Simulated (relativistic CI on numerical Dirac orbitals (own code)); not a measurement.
# Au³⁺: 5p photoemission

Computed with this model: Dirac-Coulomb-Breit CI, KLI orbitals optimised for each configuration, a model potential for QED, valence Slater integrals scaled by 0.8, multiplet model of photoemission in the sudden approximation; configurations [Xe] 4f14 5d8 → [Kr] 4d10 4f14 5s2 5p5 5d8; 300 K; Lorentzian 1.5 eV and Gaussian 0.6 eV FWHM. Energies are those of the free ion, without screening or charge transfer. The energies are binding energies and can lie tens of eV above those of solids. S is read from ⟨S²⟩ = S(S + 1).

Field parameters in Wybourne normalisation: D4h B²₀ = −7Ds, B⁴₀ = 21(Dq − Dt), B⁴₄ = 21√(5/14) Dq. The field is a parameter set, without covalency.

free ion: ground-state S = 0.97, centroid 108.42 eV. Peaks (eV, height): 98.8 (100), 102.4 (66), 107.0 (59), 120.6 (76), 122.8 (59).

D4h, 10Dq = 24800, Ds = -1500, Dt = 290 cm⁻¹: ground-state S = 0.99, centroid 108.49 eV. Peaks (eV, height): 99.6 (100), 104.2 (40), 120.0 (55), 122.0 (38).

Strongest unbroadened transitions for D4h, 10Dq = 24800, Ds = -1500, Dt = 290 cm⁻¹:

```
Energy (eV)  Relative strength
      99.57               61.6
      99.58               48.9
      99.61               39.6
      99.62               81.3
      99.70              100.0
     100.94               22.9
     101.33               51.4
     101.35               17.6
     101.36               39.9
     104.23               36.2
     105.97               14.5
     119.51               67.0
     119.52               43.9
     120.30               48.8
     120.33               16.0
     120.34               49.4
     122.04               14.5
     122.14               35.4
```
